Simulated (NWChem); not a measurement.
System: Si$_{2}$H$_{5}$OCl; SMILES O[Si@@H]([SiH3])Cl

Input file for NWChem:

```
start job
memory heap 200 mb stack 900 mb global 1100 mb
geometry units angstroms noautosym nocenter noautoz
  O      1.917446     0.101900     0.379590
  Si     0.424190     0.129580    -0.381226
  Si    -0.614510    -1.913296     0.100426
  Cl    -0.796169     1.645849     0.401609
  H      2.481586     0.881920     0.228432
  H      0.563507     0.441999    -1.847607
  H     -0.756209    -2.048148     1.590759
  H     -1.979507    -1.920322    -0.531190
  H      0.183068    -3.070135    -0.437774
end
basis spherical
  O library def2-svp
  Si library def2-svp
  Cl library def2-svp
  H library def2-svp
end
dft
  xc m05-2x
  iterations 150
end
cosmo
  do_cosmo_smd true
  solvent water
end
task dft energy
```

Geometry: optimised at PBE-D3(BJ)/def2-SVP. Solvent: water.

Level: M05-2X/def2-SVP with SMD (1 M gas to 1 M solution), gas-phase geometry. Reactions with the solvent are ignored.

Problem. Give the results of this calculation. (M05-2X/def2-SVP, SMD on the gas-phase geometry.) Quantities: solvation free energy (kcal/mol); cavity-dispersion-structure term (kcal/mol); dipole in solution (D).

Solution. 
- solvation free energy (kcal/mol): -2.9
- cavity-dispersion-structure term (kcal/mol): 3.2
- dipole in solution (D): 2.10
